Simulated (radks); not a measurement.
Values are calculated unless marked as measured or tabulated.
Ionisation of the gold ion Au+, [Xe] 4f14 5d10, to [Xe] 4f14 5d9 as the strength of local exchange is varied. Level of theory: scalar-relativistic Kohn-Sham, Slater X-alpha exchange (alpha = 2/3 is LDA exchange), no correlation, spin-polarised, spherical densities, finite nucleus; Fermi nuclear charge, rms radius 5.4371 fm (a radial shooting solver on a logarithmic mesh with Libxc functionals).

alpha  E(Au+) (hartree)  exchange (hartree)  IE (eV)  -e of the level emptied (eV)  <r> of it (bohr)
0.667       -18988.7214           -343.4072   19.872                   14.239 (5d)             1.588
0.698       -19004.7789           -359.6930   20.372                   14.693 (5d)             1.577
0.728       -19020.3323           -375.4808   20.862                   15.141 (5d)             1.567
0.889       -19104.0347           -460.6689   23.614                   17.672 (5d)             1.516
0.949       -19135.3282           -492.6143   24.691                   18.671 (5d)             1.498
0.973       -19147.8609           -505.4226   25.129                   19.080 (5d)             1.491
0.98        -19151.5179           -509.1615   25.258                   19.199 (5d)             1.488

NIST Atomic Spectra Database: 20.20 eV (measured). The Delta-SCF value meets it near alpha = 0.69. Open shells are spherical and high-spin; term and fine-structure splittings are not resolved. Spin-orbit splitting is averaged out at the scalar-relativistic level.
